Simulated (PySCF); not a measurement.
## Polarisability and C₆ of Zn⁺ (zinc, charge +1)

[Ar] 3d10 4s1, 2S determinant. Calculation: PySCF 2.14, in aug-cc-pVTZ-PP with ECP10MDF; scalar relativity through the core potential. Coupled (time-dependent) response in atomic units; α is the mean over directions.

```
 method  mean α (bohr³)  C₆ (like pair)  S(−4)
    UHF           24.19           104.8  552.6
    PBE           16.95           69.46  233.0
   PBE0           18.25           75.22  282.2
r2SCANh           19.25           84.07  289.5
```

S(−4) is the Cauchy moment in α(ω) = α(0) + S(−4) ω² + …

α(iu) at PBE:

| u (hartree) | α(iu) (bohr³) |
| --- | --- |
| 0 | 16.95 |
| 0.0500 | 16.39 |
| 0.100 | 14.95 |
| 0.200 | 11.29 |
| 0.300 | 8.345 |
| 0.500 | 5.063 |
| 0.750 | 3.287 |
| 1.00 | 2.433 |
| 1.50 | 1.608 |
| 2.00 | 1.186 |
| 3.00 | 0.7417 |
| 5.00 | 0.3785 |

A single London oscillator, α(iu) = α/(1 + u²/ω²), gives C₆ = (3/4) ω α². Matching the computed C₆ needs ω = 4 × 69.46 / (3 × 16.95²) = 0.322 hartree.

For an ion, C₆ is the dispersion term alone; charge-induced terms of lower order in 1/R come first.

Energies and moments cover only the electrons outside the core potential.
